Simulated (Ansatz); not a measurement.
Geometry optimisation of AlBrF₂ (`[F][Al]([F])[Br]`).

```yaml
crystal:
  periodic: [false, false, false]
  atoms:
    - {symbol: F, position_ang: [1.122294, 0.622336, 1.169799]}
    - {symbol: Al, position_ang: [0.105762, -0.089157, 0.062323]}
    - {symbol: F, position_ang: [0.226627, -1.725707, -0.208538]}
    - {symbol: Br, position_ang: [-1.399082, 1.132228, -1.043785]}
basis:
  gaussian: {orbitals: def2-TZVP}
hamiltonian: {xc: pbe0, dispersion: d4}
relax: {f_tol: 0.005, max_steps: 150}
```

```sh
$ ansatz run in.yaml --threads 2 --pin off --events-out ev --progress --plain
```

It prints (some lines left out):

```
Functional definition: PBE0
mean field -82069.26581911 eV, -3015.9898903060 hartree, gradient 1.7e-5 eV, S^2 0.000000; 0 other end points of the search recorded, 0 dependent functions left out
relax step   1: F+E_penalty+E_count = -82069.33705297 eV  Δ(F+E_penalty+E_count) = +0.000e0 eV  max|allowed force component| = 9.367e-1 eV/Å  Δτ_max = 0.0000 Å  (25 SCF iters, accepted)
mean field -82069.28841060 eV, -3015.9907205280 hartree, gradient 2.3e-5 eV, S^2 0.000000; 0 other end points of the search recorded, 0 dependent functions left out
relax step   2: F+E_penalty+E_count = -82069.35997806 eV  Δ(F+E_penalty+E_count) = -2.293e-2 eV  max|allowed force component| = 5.501e-1 eV/Å  Δτ_max = 0.0151 Å  (30 SCF iters, accepted)
mean field -82069.29843320 eV, -3015.9910888517 hartree, gradient 2.3e-5 eV, S^2 0.000000; 0 other end points of the search recorded, 0 dependent functions left out
relax step   3: F+E_penalty+E_count = -82069.37023999 eV  Δ(F+E_penalty+E_count) = -1.026e-2 eV  max|allowed force component| = 2.527e-2 eV/Å  Δτ_max = 0.0180 Å  (29 SCF iters, accepted)
mean field -82069.29852343 eV, -3015.9910921674 hartree, gradient 2.3e-5 eV, S^2 0.000000; 0 other end points of the search recorded, 0 dependent functions left out
relax step   4: F+E_penalty+E_count = -82069.37031932 eV  Δ(F+E_penalty+E_count) = -7.933e-5 eV  max|allowed force component| = 3.729e-3 eV/Å  Δτ_max = 0.0035 Å  (30 SCF iters, accepted)
mean field -82069.29852343 eV, -3015.9910921674 hartree, gradient 2.3e-5 eV, S^2 0.000000; 1 other end points of the search recorded, 0 dependent functions left out
Total energy: -82069.37034623 eV, -3015.9937316067 hartree
Atom 0 at     1.105723     0.605511     1.150355 Å, force     0.001170    -0.002674     0.000290 eV/Å
Atom 1 at     0.107871    -0.091370     0.063947 Å, force    -0.003729     0.002798    -0.002338 eV/Å
Atom 2 at     0.228304    -1.696755    -0.200382 Å, force     0.002219     0.000091     0.001908 eV/Å
Atom 3 at    -1.386298     1.122314    -1.034121 Å, force     0.000340    -0.000215     0.000140 eV/Å
Dipole moment:    -0.094750     0.077031    -0.069748 e Å
```

Hardware: 2 threads of a server CPU on a shared host. Wall time 12 s, peak host memory 0.36 GiB.
